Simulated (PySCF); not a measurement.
C3H3F3. Atoms are numbered in the order given.

```xyz
9

F     -2.1044    -0.7317     0.0000
C     -1.6250     0.5214     0.0000
C     -0.3124     0.7957     0.0000
C      0.7580    -0.2464     0.0000
F      1.5598    -0.0935     1.1034
F      1.5598    -0.0935    -1.1034
H     -2.4253     1.2801     0.0000
H      0.0113     1.8472     0.0000
H      0.3531    -1.2824     0.0000
```

Geometry: PBE-D3(BJ)/def2-SVP. The values are those of a single conformer.

All values below come from PySCF with PBE-D3(BJ)/def2-SVP.

No scaling factor is applied to the harmonic values.

| mode | ν (cm⁻¹) | IR (km/mol) | moving atoms (share of kinetic energy) |
|---|---|---|---|
| 1 | 54 | 2.4 | F 75 %, C 19 % |
| 2 | 179 | 3.1 | F 75 %, C 21 % |
| 3 | 241 | 4.3 | F 44 %, C 34 %, H 22 % |
| 4 | 424 | 19.3 | F 53 %, C 36 %, H 12 % |
| 5 | 547 | 0.8 | C 54 %, F 26 %, H 20 % |
| 6 | 548 | 4.6 | F 64 %, C 31 % |
| 7 | 684 | 7.7 | C 57 %, F 35 %, H 8 % |
| 8 | 769 | 24.3 | H 70 %, C 25 % |
| 9 | 908 | 0.0 | H 74 %, C 26 % |
| 10 | 981 | 20.0 | C 45 %, H 29 %, F 26 % |
| 11 | 1059 | 215.8 | C 59 %, F 32 %, H 8 % |
| 12 | 1097 | 200.8 | C 56 %, F 29 %, H 15 % |
| 13 | 1125 | 43.8 | C 54 %, H 39 % |
| 14 | 1212 | 40.7 | H 61 %, C 24 %, F 15 % |
| 15 | 1302 | 7.4 | H 81 %, C 17 % |
| 16 | 1325 | 22.9 | H 85 %, C 13 % |
| 17 | 1402 | 49.8 | H 53 %, C 45 % |
| 18 | 1706 | 108.0 | C 93 % |
| 19 | 3002 | 28.5 | H 92 %, C 8 % |
| 20 | 3123 | 5.6 | H 92 %, C 8 % |
| 21 | 3150 | 1.1 | H 91 %, C 9 % |
